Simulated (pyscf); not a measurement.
H₂Si=PH → :HSi–PH₂ [singlet] (hydrogen shift; singlet surface; H–Si broken, H–P formed). PySCF, gas phase, ωB97X-D3(BJ)/def2-SVP geometries. Correlated levels are frozen-core, on RHF or UHF. ΔMP2 is the change of the MP2 total energy from the triple- to the quadruple-zeta basis. Energies in kcal/mol from the reactant's lowest minimum found.

```tsv
level	barrier	reaction energy
B3LYP-D3(BJ)/def2-TZVP	35.7	+12.6
PBE0-D3(BJ)/def2-TZVP	35.8	+13.1
M06-2X/def2-TZVP	37.1	+12.0
MP2/def2-QZVPP	40.3	+16.4
CCSD/def2-TZVPP	38.4	+12.5
CCSD(T)/def2-TZVPP	36.6	+13.7
CCSD(T)/def2-TZVPP + ΔMP2(QZVPP)	36.6	+14.0
```

One saddle was located; it need not be the lowest between these sides. A restricted solution here is unstable towards spin polarisation, so biradical character is likely and single-reference numbers are less safe. The CCSD(T) − MP2 part came from Ansatz, without density fitting, on the same reference. The largest closed-shell T1 diagnostic is 0.038, which may signal static correlation.
